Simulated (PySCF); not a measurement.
# Working out the ionisation energy of Se

Se [Ar] 3d10 4s2 4p4 (3P) → Se⁺ [Ar] 3d10 4s2 4p3 (4S). All numbers are calculated (PySCF 2.14, the non-relativistic Hamiltonian (point nucleus), in def2-TZVP (6s5p4d1f, 48 functions)). Frozen: [Ar] 3d10. Energies in hartree (1 hartree = 27.21139 eV):

```csv
part,Se (lower),Se⁺ (upper)
UHF,-2399.827191,-2399.511622
CCSD correlation,-0.119108,-0.090641
(T),-0.003672,-0.002635
```

What does Hartree-Fock give?

(-2399.511622) − (-2399.827191) = 0.315569 hartree = 8.587 eV.

What do CCSD and CCSD(T) give?

The CCSD correlation energies differ by 0.028467 hartree = 0.775 eV and the triples by 0.001037 hartree = 0.028 eV, so CCSD gives 9.362 eV and CCSD(T) 9.390 eV.

Measured between the centres of the two terms (NIST): 9.635 eV, so CCSD(T) (valence) is off by -0.245 eV.

The calculation is non-relativistic.

What remains against the reference includes basis incompleteness, the frozen core and higher excitations.
